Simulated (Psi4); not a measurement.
C6H17OSi2 (SMILES [CH2][Si](C)(C)O[Si](C)(C)C), doublet, geometry from GFN2-xTB; WB97X/STO-3G run with Psi4.

Psi4 was given this input:
```
memory 2 GB

molecule {
0 2
  C    -2.11458283   -1.65463964   -1.31317324
  Si   -1.58454491   -0.41557434   -0.05035988
  C    -2.35044624    1.30782010   -0.36672228
  C    -2.02640392   -0.95730004    1.72928231
  O     0.04057231   -0.30171965   -0.15481260
  Si    1.54819020    0.30189971   -0.02750395
  C     1.68759632    1.83698840   -1.14719972
  C     2.72536134   -1.07916526   -0.60089357
  C     1.87142979    0.77151803    1.79093183
  H    -1.41815710   -2.15387394   -1.96249618
  H    -3.14318393   -1.93703912   -1.44896848
  H    -3.43440078    1.26210299   -0.37034280
  H    -2.04974238    2.01530279    0.40040904
  H    -2.03119751    1.70372096   -1.32550065
  H    -3.09640743   -1.09772684    1.84104873
  H    -1.53978249   -1.89365799    1.98264387
  H    -1.70959500   -0.21302709    2.45371451
  H     1.44998486    1.59100926   -2.17782639
  H     2.68903188    2.25522623   -1.13136209
  H     1.00058860    2.61687079   -0.83246316
  H     2.61453092   -1.96925377    0.01059600
  H     3.76234982   -0.76454698   -0.54089029
  H     2.52620168   -1.36347700   -1.62945489
  H     1.19925638    1.55874901    2.11977506
  H     2.88700470    1.12441626    1.93985390
  H     1.72017869   -0.08092298    2.44650637
}

set basis sto-3g
set reference uks
set scf_type pk
set puream true
set d_convergence 1e-8
set dft_radial_points 99
set dft_spherical_points 590

energy('wb97x')
print_variables()
```

The log (banner, timings and long lists left out):

```
   => Loading Basis Set <=

    Name: STO-3G
    Role: ORBITAL
    Keyword: BASIS

         ---------------------------------------------------------
                                   SCF
               by Justin Turney, Rob Parrish, Andy Simmonett
                          and Daniel G. A. Smith
                              UKS Reference
         ---------------------------------------------------------

  ==> Geometry <==

    Molecular point group: c1
    Full point group: C1

    Geometry (in Angstrom), charge = 0, multiplicity = 2:

       Center              X                  Y                   Z               Mass
    ------------   -----------------  -----------------  -----------------  -----------------
         C           -2.105799315175    -1.638319058624    -1.302254767495    12.000000000000
         SI          -1.575761395175    -0.399253758624    -0.039441407495    27.976926534650
         C           -2.341662725175     1.324140681376    -0.355803807495    12.000000000000
         C           -2.017620405175    -0.940979458624     1.740200782505    12.000000000000
         O            0.049355824825    -0.285399068624    -0.143894127495    15.994914619570
         SI           1.556973714825     0.318220291376    -0.016585477495    27.976926534650
         C            1.696379834825     1.853308981376    -1.136281247495    12.000000000000
         C            2.734144854825    -1.062844678624    -0.589975097495    12.000000000000
         C            1.880213304825     0.787838611376     1.801850302505    12.000000000000
         H           -1.409373585175    -2.137553358624    -1.951577707495     1.007825032230
         H           -3.134400415175    -1.920718538624    -1.438050007495     1.007825032230
         H           -3.425617265175     1.278423571376    -0.359424327495     1.007825032230
         H           -2.040958865175     2.031623371376     0.411327512505     1.007825032230
         H           -2.022413995175     1.720041541376    -1.314582177495     1.007825032230
         H           -3.087623915175    -1.081406258624     1.851967202505     1.007825032230
         H           -1.530998975175    -1.877337408624     1.993562342505     1.007825032230
         H           -1.700811485175    -0.196706508624     2.464632982505     1.007825032230
         H            1.458768374825     1.607329841376    -2.166907917495     1.007825032230
         H            2.697815394825     2.271546811376    -1.120443617495     1.007825032230
         H            1.009372114825     2.633191371376    -0.821544687495     1.007825032230
         H            2.623314434825    -1.952933188624     0.021514472505     1.007825032230
         H            3.771133334825    -0.748226398624    -0.529971817495     1.007825032230
         H            2.534985194825    -1.347156418624    -1.618536417495     1.007825032230
         H            1.208039894825     1.575069591376     2.130693532505     1.007825032230
         H            2.895788214825     1.140736841376     1.950772372505     1.007825032230
         H            1.728962204825    -0.064602398624     2.457424842505     1.007825032230

  Running in c1 symmetry.

  Rotational constants: A =      0.05179  B =      0.02244  C =      0.02243 [cm^-1]
  Rotational constants: A =   1552.51170  B =    672.64811  C =    672.34310 [MHz]
  Nuclear repulsion =  662.530406502802862

  Charge       = 0
  Multiplicity = 2
  Electrons    = 89
  Nalpha       = 45
  Nbeta        = 44

  ==> Algorithm <==

  SCF Algorithm Type is PK.
  DIIS enabled.
  MOM disabled.
  Fractional occupation disabled.
  Guess Type is SAD.
  Energy threshold   = 1.00e-06
  Density threshold  = 1.00e-08
  Integral threshold = 1.00e-12

  ==> Primary Basis <==

  Basis Set: STO-3G
    Blend: STO-3G
    Number of shells: 48
    Number of basis functions: 70
    Number of Cartesian functions: 70
    Spherical Harmonics?: true
    Max angular momentum: 1

  ==> DFT Potential <==

[...]

   -------------------------
    Irrep   Nso     Nmo
   -------------------------
     A         70      70
   -------------------------
    Total      70      70
   -------------------------

  ==> Iterations <==

                        Total Energy        Delta E     RMS |[F,P]|

   @UKS iter SAD:  -875.58836045709927   -8.75588e+02   0.00000e+00
   @UKS iter   1:  -882.45223944485303   -6.86388e+00   4.44834e-03 ADIIS/DIIS
   @UKS iter   2:  -882.50384608861964   -5.16066e-02   2.83408e-03 ADIIS/DIIS
   @UKS iter   3:  -882.52612304589366   -2.22770e-02   4.34256e-04 ADIIS/DIIS
   @UKS iter   4:  -882.52695400999983   -8.30964e-04   1.46677e-04 ADIIS/DIIS
   @UKS iter   5:  -882.52707303809962   -1.19028e-04   3.63477e-05 DIIS
   @UKS iter   6:  -882.52708467497371   -1.16369e-05   1.35426e-05 DIIS
   @UKS iter   7:  -882.52708631178461   -1.63681e-06   2.96533e-06 DIIS
   @UKS iter   8:  -882.52708637866931   -6.68847e-08   9.78155e-07 DIIS
   @UKS iter   9:  -882.52708638771844   -9.04913e-09   2.81367e-07 DIIS
   @UKS iter  10:  -882.52708638837294   -6.54495e-10   1.07347e-07 DIIS
   @UKS iter  11:  -882.52708638845866   -8.57199e-11   3.47263e-08 DIIS
   @UKS iter  12:  -882.52708638847025   -1.15961e-11   5.48947e-09 DIIS
  Energy and wave function converged.

  ==> Post-Iterations <==

   Electrons on quadrature grid:
      Nalpha   =   44.9999973271 ; deviation = -2.673e-06
      Nbeta    =   43.9999972001 ; deviation = -2.800e-06
      Ntotal   =   88.9999945272 ; deviation = -5.473e-06

   @Spin Contamination Metric:   5.521568300E-03
   @S^2 Expected:                7.500000000E-01
   @S^2 Observed:                7.555215683E-01
   @S   Expected:                5.000000000E-01
   @S   Observed:                5.000000000E-01

    Orbital Energies [Eh]
    ---------------------

    Alpha Occupied:

[...]
    Alpha Virtual:

[...]
      70A      0.705717

    Beta Occupied:

[...]
    Beta Virtual:

[...]
    Final Occupation by Irrep:
              A
    DOCC [    44 ]
    SOCC [     1 ]
    NA   [    45 ]
    NB   [    44 ]

  @UKS Final Energy:  -882.52708638847025

   => Energetics <=

    Nuclear Repulsion Energy =            662.5304065028028617
    One-Electron Energy =               -2536.1683291354020184
    Two-Electron Energy =                1055.3709680648223639
    DFT Exchange-Correlation Energy =     -64.2601318206934167
    Empirical Dispersion Energy =           0.0000000000000000
    VV10 Nonlocal Energy =                  0.0000000000000000
    Total Energy =                       -882.5270863884702521

  UHF NO Occupations:
  HONO-2 :   43  A 1.9993725
  HONO-1 :   44  A 1.9984712
  HONO-0 :   45  A 1.0000000
  LUNO+0 :   46  A 0.0015288
  LUNO+1 :   47  A 0.0006275
  LUNO+2 :   48  A 0.0005112
  LUNO+3 :   49  A 0.0000805

Computation Completed

Properties will be evaluated at   0.000000,   0.000000,   0.000000 [a0]

Properties computed using the SCF density matrix

 Multipole Moments:

 ------------------------------------------------------------------------------------
     Multipole            Electronic (a.u.)      Nuclear  (a.u.)        Total (a.u.)
 ------------------------------------------------------------------------------------

 L = 1.  Multiply by 2.5417464519 to convert [e a0] to [Debye]
 Dipole X            :         -1.5086855            1.4772613           -0.0314242
 Dipole Y            :         -2.6763766            2.7448874            0.0685108
 Dipole Z            :         -1.8244404            1.8363303            0.0118899
 Magnitude           :                                                    0.0763058

 ------------------------------------------------------------------------------------

  Variable Map:
  ----------------------------------------------------------------------------
[...]
  Array Variable Map:
  ----------------------------------------------------------------------------
[...]
[...]
```
